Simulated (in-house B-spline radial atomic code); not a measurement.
The numbers below are computed, except where a source is named.
## Making a Troullier-Martins s channel for Ti, r_c = 0.87 bohr

Ti, [Ar] 3d2 4s2, non-relativistic PBE, spherical and spin-unpolarised, from a B-spline radial code for spherical atoms (atomic units). The all-electron 3s level is ε = -2.271296 hartree, its outermost node lies just inside 0.41 bohr and its outer maximum at 0.87 bohr.

Inside r_c the pseudo-orbital is u(r) = r^1 exp(p(r)), with p = c0 + c2 r² + c4 r⁴ + … + c12 r¹². The seven coefficients follow from p and its first four derivatives at r_c, from zero curvature of the screened potential at the origin, c4 = −c2²/(2l + 5), and from the norm inside r_c. At r_c the all-electron orbital has P = 1.108886, P' = 0.03684107, the screened potential V = -5.267382, V' = 12.38215, V'' = -37.37521, and the norm inside is Q = 0.3734241.

**Question.** What are p, p' and p'' at r_c?

**Answer.** p = ln(P/r_c^1) = ln(1.108886/0.87) = 0.24262. p' = P'/P − 1/r_c = 0.03322 − 1.14943 = -1.11620. The radial equation gives p'' = 2(V − ε) − 2(1) p'/r_c − p'² = -5.99217 − (-2.56598) − 1.24591 = -4.67210. Differentiating, p''' = 2V' + 2(1)p'/r_c² − 2(1)p''/r_c − 2p'p'' = 22.125, and p'''' = 2V'' − 4(1)p'/r_c³ + 4(1)p''/r_c² − 2(1)p'''/r_c − 2p''² − 2p'p''' = -137.79.

For a trial c2 the five matching conditions are linear in c0, c6, c8, c10 and c12, and c2 is varied until the norm inside r_c equals Q. The root nearest zero gives:

| n | c_n |
| --- | --- |
| 0 | -0.3238626 |
| 2 | 2.738248 |
| 4 | -1.4996 |
| 6 | -6.574088 |
| 8 | 10.92374 |
| 10 | -6.684168 |
| 12 | 1.483366 |

**Question.** Check c4 and p(r_c), and find the screened pseudopotential at the origin.

**Answer.** −c2²/5 = -1.4996, as listed. The terms c_n r_c^n are -0.32386, 2.07258, -0.85912, -2.85070, 3.58530, -1.66050, 0.27892, which sum to 0.24262. Inverting the radial equation, V_l(r) = ε + 1 p'/r + (p'' + p'²)/2, so V_l(0) = ε + (2l + 3) c2 = -2.271296 + 3 × (2.73825) = 5.9434 hartree, finite where the all-electron potential diverges.

Orbitals and screened potentials:

| r (bohr) | P | u | V all-electron | V pseudo |
| --- | --- | --- | --- | --- |
| 0.087 | 0.04352 | 0.06424 | -191.7 | 5.934 |
| 0.218 | -0.5789 | 0.1789 | -55.75 | 5.58 |
| 0.348 | -0.251 | 0.3398 | -27.2 | 3.851 |
| 0.479 | 0.3368 | 0.5691 | -15.88 | 0.008099 |
| 0.609 | 0.7905 | 0.8334 | -10.34 | -4.447 |
| 0.739 | 1.036 | 1.038 | -7.273 | -6.403 |
| 0.87 | 1.109 | 1.109 | -5.267 | -5.267 |

Logarithmic derivatives P'/P at R = 1.17 bohr, for energies E around ε:

```csv
E − ε (hartree),all-electron,pseudo
-0.5,-0.337734,-0.338986
-0.25,-0.671668,-0.672011
-0.1,-0.893898,-0.893917
0,-1.0527,-1.05265
0.1,-1.22107,-1.22109
0.25,-1.49387,-1.4944
0.5,-2.01359,-2.01652
```

**Question.** With P(R) = 0.9255845 and a norm of 0.7000248 inside R, what slope in energy does norm conservation fix?

**Answer.** d(P'/P)/dE = −2 × (norm inside R)/P(R)² = -1.6342 per hartree·bohr at E = ε, for both atoms, since orbital and norm agree at R. Differences over ±0.1 hartree give -1.6359 (all-electron) and -1.6359 (pseudo), which also hold third-order terms. Half a hartree below ε the two curves differ by -0.0013.
